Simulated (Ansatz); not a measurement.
`N[SiH2]S[SiH](N)O`, relaxed with RKS PBE0-D4/def2-TZVP in Ansatz 0.2.0 from a GFN2-xTB geometry. The force threshold is 0.005 eV/Å; the program also tests the step.

The species carries charge 0 and has multiplicity 1.

Start:

```xyz
14

N     0.493    1.802    0.681
Si    0.278    0.598    1.918
S     0.516   -1.296    0.981
Si   -0.709   -1.123   -0.807
N     0.395   -1.547   -2.053
O    -1.262    0.374   -1.038
H     1.320    1.717    0.106
H     0.378    2.768    0.949
H    -1.085    0.822    2.382
H     1.258    0.579    2.995
H    -1.892   -1.942   -0.595
H     1.026   -2.314   -1.890
H     0.073   -1.545   -3.007
H    -0.789    1.107   -0.622
```

Q: By how much does the energy fall, and how many steps does the optimiser take? (Estimate.)

A: The calculation gave: 17.87 kJ/mol, in 45 steps, 7 of them rejected.

Q: Which bonds change most? (Best estimate.)

A: Computed: Si2–H10 from 1.457 to 1.486 Å; Si4–H11 from 1.454 to 1.482 Å; Si2–H9 from 1.457 to 1.485 Å; Si4–N5 from 1.718 to 1.694 Å.

Q: Give the relaxed structure. (An estimate is asked.)

A: Computed: 
```xyz
14

N     0.454    1.959    0.918
Si    0.239    0.521    1.879
S     0.844   -1.164    0.752
Si   -0.522   -0.977   -0.931
N    -0.034   -1.956   -2.225
O    -0.546    0.584   -1.387
H     1.402    2.222    0.685
H    -0.067    2.778    1.203
H    -1.206    0.517    2.218
H     1.048    0.485    3.125
H    -1.842   -1.484   -0.489
H     0.827   -1.802   -2.723
H    -0.366   -2.902   -2.311
H    -0.231    1.219   -0.713
```
